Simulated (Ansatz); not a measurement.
The molecule BH+, multiplicity 2 (lowest of 2S+1 = 2, 4 at CCSD(T)/def2-TZVPP on PBE0 minima; our sources give no spin for the ground state, which may be another).

The constants come from a fifth-degree fit in 1/R (seven points, main isotopes). Runs in def2 and cc sets follow the lowest solution found near the PBE0 minimum.

The values were computed with Ansatz (Gaussian basis) for Hartree–Fock, density functionals and correlated methods. Each number belongs to the level named beside it.

Energies at PBE0/def2-TZVPP:

```tsv
R (Å)	E (hartree)
1.123584	-24.89469188
1.153788	-24.89672514
1.181576	-24.89773330
1.212988	-24.89802035
1.244400	-24.89753742
1.280645	-24.89618323
1.322930	-24.89373174
```

Problem. With a reduced mass of 0.9233 u, find the minimum, the force constant and the constants.

Solution. A fifth-degree polynomial in 1/R puts the minimum at r_e = 1.2082 Å with force constant 349 N/m. Then ω_e = (1/2πc)√(k/μ) = 2531 cm⁻¹ and B_e = h/(8π²cμr_e²) = 12.51 cm⁻¹; the cubic and quartic terms give α_e = 0.44 and ω_e x_e = 59 cm⁻¹.

Ansatz is a quantum-chemistry and plane-wave program.
